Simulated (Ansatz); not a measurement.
Basis-set extrapolation for `[CH3][Al]([F])[NH][SiH3]` (PBE0-D4/def2-TZVP geometry, frozen core, Ansatz 0.2.0). Multiplicity 1, RHF reference.

```
                      def2-TZVPP   def2-QZVPP
                 HF  -726.945901  -726.972433
    MP2 correlation    -0.844656    -0.910950
CCSD(T) correlation    -0.918328      not run
```

Energies in hartree. Use E(X) = E(∞) + A·exp(−7.88·√X) for Hartree–Fock and E(X) = E(∞) + B·X^(−2.97) for correlation, with X = 3 and 4, and add CCSD(T) minus MP2 of the smaller set to the MP2 limit.

What is the CCSD(T) energy at the basis-set limit?

HF limit: -726.972433 + (-0.026532) × 0.13774 = -726.97609. MP2 limit: -0.910950 + (-0.066294) × 0.74074 = -0.96006. Higher-order term: -0.918328 − (-0.844656) = -0.07367. Total: -728.00982 hartree, 3.96 eV below CCSD(T)/def2-TZVPP.
